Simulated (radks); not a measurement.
All-electron atom: Cd19+ in [Ar] 3d10 4s1. All-electron calculation, Dirac Kohn-Sham, PBE, spin-unpolarised, spherical densities, point nucleus. Program: a radial shooting solver on a logarithmic mesh with Libxc functionals.

Normalised radial functions P(r) = r R(r) (large component), r in bohr:

r,3s1/2,3p1/2,4s1/2
0.001511,0.1630,0.0084,0.0854
0.002183,0.2222,0.0139,0.1164
0.003154,0.2981,0.0237,0.1562
0.004557,0.3906,0.0412,0.2046
0.006584,0.4936,0.0725,0.2585
0.009513,0.5895,0.1279,0.3084
0.01374,0.6413,0.2228,0.3350
0.01986,0.5872,0.3754,0.3054
0.02869,0.3504,0.5965,0.1792
0.04146,-0.1124,0.8589,-0.0658
0.0599,-0.7036,1.0488,-0.3741
0.08654,-1.0727,0.9345,-0.5503
0.125,-0.7162,0.2741,-0.3178
0.1807,0.4789,-0.8475,0.3459
0.261,1.6854,-1.7574,0.8280
0.3771,1.7894,-1.7092,0.3038
0.5449,0.9275,-0.8973,-0.9223
0.7873,0.2155,-0.2257,-1.3556
1.138,0.0172,-0.0208,-0.6622
1.644,0.0003,-0.0005,-0.1041
2.375,0.0000,0.0000,-0.0037

3s1/2: eigenvalue -1232.2 eV, 2 radial nodes at r = 0.0384, 0.159 bohr, <r> = 0.354 bohr, 90 % of the charge inside 0.519 bohr. 3p1/2: eigenvalue -1124.3 eV, 1 radial node at r = 0.138 bohr, <r> = 0.344 bohr, 90 % of the charge inside 0.517 bohr. 4s1/2: eigenvalue -533.88 eV, 3 radial nodes at r = 0.0381, 0.152, 0.415 bohr, <r> = 0.757 bohr, 90 % of the charge inside 1.07 bohr.
